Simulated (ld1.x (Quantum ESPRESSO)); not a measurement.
# What the settings do to the TM potential of Ag

Base potential:

silver, norm-conserving Troullier–Martins (Kleinman–Bylander form), made with ld1.x (Quantum ESPRESSO) 7.5 (BLYP, fully relativistic). Core [Ar] 3d10, reference 4s2 4p6 4d10 5s1 5p0. Waves: 4s (bound): rc 1.40 bohr; 4d (bound): rc 1.40 bohr; 4p (bound): rc 1.40 bohr. Local part: the p channel. Core correction: Bessel-smoothed model core inside 0.70 bohr.

Open shells are filled in proportion to 2j + 1 (rel_dist='average').

Occupied shells without a wave of their own: 5s. They enter only through the test configuration that unscreens the potential, and ld1.x also counts them in the model core charge.

All-electron outer shells of the reference configuration (BLYP, scalar-relativistic, ld1.x):

```tsv
shell	level (eV)	outermost node (bohr)	outermost maximum (bohr)
3p	-557.43	0.15	0.32
3d	-358.50	–	0.27
4s	-94.96	0.44	0.82
4p	-58.45	0.44	0.87
4d	-7.33	0.43	1.04
5s	-4.45	1.11	2.49
5p	-0.77	1.25	3.86
```

Cutoffs, loose and tight: the cutoffs (Ry, on a coarse ladder) from which the occupation-weighted sum of valence levels, in a spherical-Bessel basis at the reference potential, stays within 10 and 1 mRy of its value at 400 Ry. They do not see the model core or the augmentation charge, which bear on the density cutoff. Test errors are all-electron minus pseudo excitation energies from the reference, over the configurations 4s2 4p6 4d10 5s0 5p0; 4s2 4p6 4d9 5s0 5p0; 4s2 4p6 4d8 5s0 5p0; 4s1 4p6 4d10 5s1 5p0; 4s2 4p6 4d7 5s0 5p0; 4s2 4p6 4d10 5s0 5p1; 4s2 4p6 4d9 5s2 5p0. A dash means not determined; rows that change the core or the reference have their own tests. The largest error is taken over the tests solved by every variant that gives reliable tests at all: 4s2 4p6 4d10 5s0 5p0; 4s2 4p6 4d10 5s0 5p1; 4s2 4p6 4d7 5s0 5p0; 4s2 4p6 4d8 5s0 5p0; 4s2 4p6 4d9 5s0 5p0; 4s2 4p6 4d9 5s2 5p0.

With those shells counted twice in exchange and correlation these files are broken, and their errors move erratically; no question is asked of them.

Cutoffs are not given where the Bessel-basis levels miss the radial ones by over 6 mRy, ghosts where they miss by over 20 mRy; a channel whose overlap is not positive is not tested.

```csv
change,outcome,"cutoff, loose","cutoff, tight",bound ghosts,largest test error (meV)
base,"generated, misses its reference levels by 3.46 eV",–,–,not determined,-2099
wave 4s (bound): rc 1.40 bohr becomes 4s (bound): rc 1.54 bohr,"generated, misses its reference levels by 3.46 eV",–,–,not determined,-3308
core correction Bessel-smoothed model core inside 1.26 bohr,"generated, misses its reference levels by 3.46 eV",–,–,not determined,-2097
wave 4p (bound): rc 1.40 bohr becomes 4p (bound): rc 1.56 bohr,"generated, misses its reference levels by 3.46 eV",–,–,not determined,-2265
reference 4s2 4p6 4d10 5s0 5p0,"generated, misses its reference levels by 3.46 eV",–,–,not determined,+1193
"all radii but the core radius scaled by about 1.24 (s 1.74, p 1.74, d 1.74 bohr)","generated, misses its reference levels by 3.42 eV",–,–,not determined,-5750
wave 4d (bound): rc 1.40 bohr becomes 4d (bound): rc 1.94 bohr,"generated, misses its reference levels by 3.46 eV",–,–,not determined,-2084
functional PBE,"generated, misses its reference levels by 3.44 eV",–,–,not determined,-2163
local potential all-electron potential smoothed inside 1.20 bohr (lloc = -1),"generated, misses its reference levels by 0.94 eV",–,–,none,-4148
"type ultrasoft; waves now 4s (bound): rcut 1.20, rcutus 1.40 bohr; 5s (bound): rcut 1.20, rcutus 1.40 bohr; 4p (bound): rcut 1.35, rcutus 1.40 bohr; 5p (bound): rcut 1.35, rcutus 1.40 bohr; 4d (bound): rcut 1.20, rcutus 1.40 bohr; 4d channel at 1.05 Ry: rcut 1.20, rcutus 1.40 bohr; local potential all-electron potential smoothed inside 1.15 bohr (lloc = -1); augmentation built from norm-conserving waves at rcut, not smoothed further","generated, misses its reference levels by 0.78 eV",–,–,not determined,-1697
scalar-relativistic,"generated, misses its reference levels by 0.48 eV",90 Ry,140 Ry,none,-2116
functional PBEsol,"generated, misses its reference levels by 3.46 eV",–,–,not determined,-2350
```
